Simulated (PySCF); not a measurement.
C2H7NSi2, SMILES N#CC[SiH2][SiH3].

The structure is a stationary point at B3LYP-D3(BJ)/def2-SVP. This is a generated structure with no PubChem entry under its InChIKey; it may be hypothetical. One conformer was computed; it need not be the lowest.

The numbers are results of SMD-B3LYP/def2-SVP in PySCF, not measurements.

Solvation free energies are E(SMD) − E(gas) at the gas-phase geometry, for 1 M in both phases. In vacuum the dipole moment is 3.57 D.

```csv
solvent,ΔG(solv) (kcal/mol),its non-electrostatic (CDS) part,dipole (D)
water,(withheld),(withheld),(withheld)
cyclohexanone,-4.4,1.8,4.73
toluene,-2.8,0.4,4.13
```

Complete the blanks. (An estimate is asked for; the answer gives what the named calculation found.)


- water, ΔG(solv) (kcal/mol): -1.2
- water, its non-electrostatic (CDS) part: 5.6
- water, dipole (D): 4.85
